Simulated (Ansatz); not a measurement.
`F[SiH](F)[CH2][GeH3]`. Charge 0, multiplicity 1. All single points use the PBE0-D4/def2-TZVP geometry. It is one conformer, not always the lowest.

```xyz
11

F     0.327    0.282   -2.908
Si   -0.391   -0.074   -1.534
F    -0.599   -1.652   -1.530
C     0.656    0.414   -0.108
Ge   -0.035   -0.151    1.645
H    -1.725    0.559   -1.549
H     0.751    1.504   -0.099
H     1.661   -0.002   -0.229
H     0.781    0.535    2.752
H     0.084   -1.675    1.783
H    -1.511    0.261    1.779
```

(1) What is the dipole moment at ωB97M-V/def2-TZVPP? (An estimate is asked.)

(2) And with PBE, r2SCAN, B3LYP? (Estimate.)

(3) Give the Mulliken charges with ωB97M-V, r2SCAN, PBE in def2-TZVPP. (Estimate.)

Results:

(1) The calculation gave: 2.01 D, with components (0.40, 1.22, 1.55) D in this frame, pointing from negative to positive charge.

(2) The calculation gave: PBE 1.93 D, r2SCAN 1.97 D, B3LYP 2.02 D.

(3) Ansatz gave: 
| atom | ωB97M-V | r2SCAN | PBE |
| --- | --- | --- | --- |
| F1 | -0.31 | -0.32 | -0.27 |
| Si2 | 0.74 | 0.79 | 0.68 |
| F3 | -0.31 | -0.32 | -0.28 |
| C4 | -0.48 | -0.35 | -0.34 |
| Ge5 | 0.06 | 0.11 | 0.09 |
| H6 | -0.06 | -0.10 | -0.10 |
| H7 | 0.14 | 0.10 | 0.12 |
| H8 | 0.15 | 0.10 | 0.12 |
| H9 | 0.02 | -0.01 | 0.00 |
| H10 | 0.03 | 0.00 | 0.00 |
| H11 | 0.02 | -0.01 | -0.01 |

B3LYP here is the variant with VWN-RPA as its local correlation; programs differ in this.
